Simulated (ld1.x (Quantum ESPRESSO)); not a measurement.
**N (Z = 7), PAW: configuration errors across variants**

nitrogen (N), PAW, made with ld1.x (Quantum ESPRESSO) 7.5 (PBEsol, scalar-relativistic). Core [He], reference 2s2 2p3. Waves: 2s (bound): rcut 0.85, rcutus 1.05 bohr; 2s channel at -0.5 Ry: rcut 0.85, rcutus 1.05 bohr; 2p (bound): rcut 1.85, rcutus 2.20 bohr; 2p channel at 2.85 Ry: rcut 1.85, rcutus 2.20 bohr; 3d channel at -0.15 Ry: rcut 1.55, rcutus 1.85 bohr. Local part: all-electron potential smoothed inside 1.95 bohr (lloc = -1). Core correction: Bessel-smoothed model core inside 0.90 bohr. Augmentation charge: PSQ, inside the norm-conserving radii.

All-electron excitation energies from the reference (eV): (1) 2s2 2p2 13.521; (2) 2s2 2p1 42.258; (3) 2s2 2p0 89.143; (4) 2s0 2p5 22.896; (5) 2s2 2p2.5 5.063; (6) 2s1 2p4 11.434; (7) 2s2 2p3.3 -1.604.

Errors AE − PS in meV (a dash: test not solved or not reliable):

```csv
change,(1),(2),(3),(4),(5),(6),(7),bound ghosts
base,-5.4,-1.9,-6.2,-2.0,-2.7,-0.5,-1.3,none
"wave 2s channel at -0.5 Ry: rcut 0.85, rcutus 1.05 bohr becomes 2s channel at -1.19 Ry: rcut 0.85, rcutus 1.05 bohr",-5.2,-0.1,-1.2,-2.0,-2.7,-0.6,-1.3,none
"wave 2s channel at -0.5 Ry: rcut 0.85, rcutus 1.05 bohr becomes 2s channel at -0.89 Ry: rcut 0.85, rcutus 1.05 bohr",-5.4,-1.5,-5.6,-2.0,-2.7,-0.6,-1.3,none
"wave 2s channel at -0.5 Ry: rcut 0.85, rcutus 1.05 bohr becomes 2s channel at -0.36 Ry: rcut 0.85, rcutus 1.05 bohr",-5.4,-2.0,-6.2,-2.0,-2.7,-0.5,-1.3,none
"wave 2s channel at -0.5 Ry: rcut 0.85, rcutus 1.05 bohr becomes 2s channel at 0.5 Ry: rcut 0.85, rcutus 1.05 bohr",-5.4,-2.2,-5.8,-2.0,-2.7,-0.5,-1.3,none
"wave 2s channel at -0.5 Ry: rcut 0.85, rcutus 1.05 bohr becomes 2s channel at 2.17 Ry: rcut 0.85, rcutus 1.05 bohr",-5.5,-2.7,-5.7,-2.0,-2.7,-0.5,-1.3,none
"wave 2s channel at -0.5 Ry: rcut 0.85, rcutus 1.05 bohr becomes 2s channel at 3.58 Ry: rcut 0.85, rcutus 1.05 bohr",-5.5,-3.1,-6.3,-2.0,-2.7,-0.5,-1.3,none
```

Task: Give the same row for: wave 2s channel at -0.5 Ry: rcut 0.85, rcutus 1.05 bohr becomes 2s channel at -1.12 Ry: rcut 0.85, rcutus 1.05 bohr.

Result: -5.3, -0.8, -3.4, -2.0, -2.7, -0.6, -1.3; bound ghosts: none.
